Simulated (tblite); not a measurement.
C8H13P.
Z-matrix (Å and degrees, GFN2-xTB geometry), rows numbered from 1:
```
C 
C   1  1.5220
C   2  1.5251  1  111.65
P   3  1.8717  2  112.46  1    64.22
C   4  1.8148  3   98.98  2    81.70
C   5  1.3253  4  121.97  3   133.76
C   6  1.5011  5  123.20  4    -2.81
C   7  1.5010  6  111.65  5   -36.79
C   8  1.3256  7  123.21  6    36.43
H   1  1.0876  2  110.88  3  -177.22
H   1  1.0880  2  110.52  3    62.33
H   1  1.0888  2  109.85  3   -57.17
H   2  1.0927  1  109.30  3   121.49
H   2  1.0940  1  109.64  3  -120.97
H   3  1.0939  2  110.78  1  -173.90
H   3  1.0941  2  109.62  1   -54.37
H   5  1.0820  4  116.54  3   -49.39
H   6  1.0825  5  120.72  4   178.73
H   7  1.0920  6  110.03  5  -159.22
H   7  1.0969  6  108.86  5    83.50
H   8  1.0823  7  116.01  6  -142.03
H   9  1.0823  4  116.42  3    48.59
```

Computed with GFN2-xTB (tblite): harmonic, unscaled wavenumbers at the GFN2-xTB geometry, gas phase. This tight-binding method is rough: wavenumbers can miss measured ones by several per cent, in bad cases by 10 to 20. One conformer, not necessarily the lowest.

Harmonic wavenumbers (cm⁻¹): 38.1, 54.3, 105.9, 138.0, 186.4, 209.4, 276.4, 359.2, 368.3, 411.4, 424.1, 497.2, 650.0, 678.6, 699.0, 711.7, 753.6, 782.3, 816.2, 852.0, 887.1, 888.3, 923.4, 941.1, 978.7, 1023.8, 1036.9, 1057.8, 1115.3, 1149.7, 1164.7, 1167.3, 1194.0, 1230.6, 1272.5, 1284.8, 1310.8, 1318.6, 1340.4, 1412.3, 1439.2, 1453.0, 1491.3, 1495.8, 1500.3, 1646.1, 1681.5, 2900.7, 2933.7, 2941.9, 2949.1, 2972.1, 2979.7, 3019.9, 3030.6, 3031.8, 3032.8, 3035.8, 3047.4, 3047.8.

A = 3341, B = 804.9, C = 723.4 MHz; mass 140.075 u (most abundant isotopes); point group C1, symmetry number 1.

Zero-point energy?

Half the sum of the wavenumbers: 40670 cm⁻¹ = 116.28 kcal/mol.

Give the ideal-gas entropy at 298.15 K and 1 bar in the rigid-rotor, harmonic-oscillator model (classical rotation).

Translation 40.75, rotation 29.49, vibration 30.26: S = 100.5 cal/(mol K).

And Cp and H(298.15 K) − H(0)?

Cp = 40.47 cal/(mol K), of which vibrations give 32.52 (their classical limit is 60 R = 119.2); H(298.15 K) − H(0) = 7.08 kcal/mol without the zero-point energy, 4.71 from vibrations.

How do the functions run with temperature in this model?

| T (K) | S (cal/(mol K)) | Cp (cal/(mol K)) | H − H(0) (kcal/mol) | G − H(0) (kcal/mol) | ln q(vib) |
| --- | --- | --- | --- | --- | --- |
| 100 | 70.9 | 18.7 | 1.33 | -5.76 | 2.03 |
| 200 | 86.9 | 28.8 | 3.69 | -13.69 | 4.68 |
| 300 | 100.8 | 40.7 | 7.15 | -23.07 | 7.33 |
| 500 | 127.0 | 62.9 | 17.61 | -45.88 | 12.76 |
| 800 | 161.7 | 84.5 | 40.01 | -89.33 | 20.90 |
| 1000 | 181.6 | 93.9 | 57.90 | -123.70 | 26.06 |

q(vib) and H(0) count from the zero-point level.

Blend soft modes into free rotors: weight 1/[1 + (100 cm⁻¹/ν̃)⁴] for the oscillator and the rest for a rotor with moment μB/(μ + B), μ = h/(8π²ν), B = 10⁻⁴⁴ kg m². What vibrational entropy results?

27.36 cal/(mol K) in place of 30.26, which changes −T·S at 298.15 K by +0.86 kcal/mol.

Hindered rotation and anharmonicity are outside this model. Other conformers, if any are populated, would add a mixing term that is left out. The structure is chiral; the term R ln 2 for an equal mix with its mirror image is left out.
